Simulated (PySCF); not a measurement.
Several species in one continuum solvent.

Level: CAM-B3LYP/def2-SVPD in PySCF, non-relativistic, each on one gas-phase PBE0-D3(BJ)/def2-SVP geometry that isn't relaxed in the solvent. The solvent is an IEF-PCM continuum (van der Waals radii × 1.2). Specific hydrogen bonds and non-electrostatic terms are outside this model.

Question: Order them by E(solvent) − E(gas) in methanol (ε = 32.61), most negative first (kcal/mol).
A. `[CH3:1][CH2:2][S:3][C:4]([CH3:5])([CH3:6])[CH3:7]` with C1–C2–S3–C4 179°
B. `[CH2:1]1[CH2:2][CH2:3][CH2:4][NH:5][CH2:6][CH2:7]1` with C7–C1–C2–C3 84°, C1–C2–C3–C4 -67°, C2–C3–C4–N5 54°, C3–C4–N5–C6 -78° (hexamethyleneimine)
C. `[F:1][C:2]([F:3])([F:4])[C:5]1=[CH:6][O:7][CH2:8][CH2:9][CH2:10]1` with C5–C6–O7–C8 -10°, C6–O7–C8–C9 42°, O7–C8–C9–C10 -59°, C8–C9–C10–C5 44°

Answer: C (-4.2), A (-3.4), B (-2.8).

```json
{"SMILES": "FC(F)(F)C1=COCCC1", "charge": "0", "ΔE (kcal/mol)": "-4.2", "polarisation term (kcal/mol)": "-4.8", "HOMO shift (eV)": "+0.16", "dipole gas (D)": "3.41", "dipole solvent (D)": "4.13", "atoms": "17", "lowest singlet, gas (eV)": "6.41", "lowest singlet, solvent (eV)": "6.40"}
{"SMILES": "CCSC(C)(C)C", "charge": "0", "ΔE (kcal/mol)": "-3.4", "polarisation term (kcal/mol)": "-4.2", "HOMO shift (eV)": "-0.17", "dipole gas (D)": "1.65", "dipole solvent (D)": "2.57", "atoms": "21", "lowest singlet, gas (eV)": "5.54", "lowest singlet, solvent (eV)": "5.65"}
{"SMILES": "C1CCCNCC1", "charge": "0", "ΔE (kcal/mol)": "-2.8", "polarisation term (kcal/mol)": "-3.2", "HOMO shift (eV)": "-0.02", "dipole gas (D)": "0.90", "dipole solvent (D)": "1.39", "atoms": "20", "lowest singlet, gas (eV)": "5.98", "lowest singlet, solvent (eV)": "6.27"}
```

The polarisation term is half the interaction of the solute with the induced surface charges. Singlets are vertical TDDFT energies (frozen core, non-equilibrium response), the lowest in each medium.
